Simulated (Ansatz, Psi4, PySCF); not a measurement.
ClCs (SMILES [Cl][Cs]), singlet, at a GFN2-xTB geometry (such geometries of metal compounds can be far from the true shape) (core potentials on Cs). Base run: B3LYP5/def2-SVP (PySCF).

Here is a job for PySCF.
```python
from pyscf import gto, scf, dft

mol = gto.M(
    atom='''
Cs   -0.000000   -0.000000   -0.680243
Cl    0.000000    0.000000    2.200785
''',
    basis='def2-svp',
    ecp={'Cs': 'def2-svp'},
    charge=0,
    spin=0,
    verbose=4,
)

mf = dft.RKS(mol)
mf.xc = 'b3lyp5'
mf.kernel()
```

The same geometry, method and basis name were run in Ansatz (a quantum-chemistry and plane-wave program) and Psi4 and PySCF, at each program's defaults and at the settings that a row names. The base is PySCF at its defaults. Differences at the defaults can come from grids, fitting, cores and function types together.

```tsv
code and settings	ΔE vs base (mEh)	basis functions	E (Eh)	SCF cycles	dipole (D)
PySCF, defaults (exact integrals, its default grid, spherical functions)	0.000	42	-480.21111	9	9.44
Psi4, defaults (density fitting with its default set, its default grid, spherical functions)	-0.017	42	-480.21113	7	9.44
Ansatz, defaults (factorised integrals, its default grid, spherical functions)	-0.006	42	-480.21112	-	-
PySCF, density fitting with def2-universal-jkfit	-0.002	42	-480.21111	9	9.44
PySCF, fine grid	-0.006	42	-480.21112	9	9.44
Psi4, exact integrals, spherical functions, fine grid	-0.006	42	-480.21112	10	9.44
Ansatz, high accuracy	-0.005	42	-480.21112	-	-
```
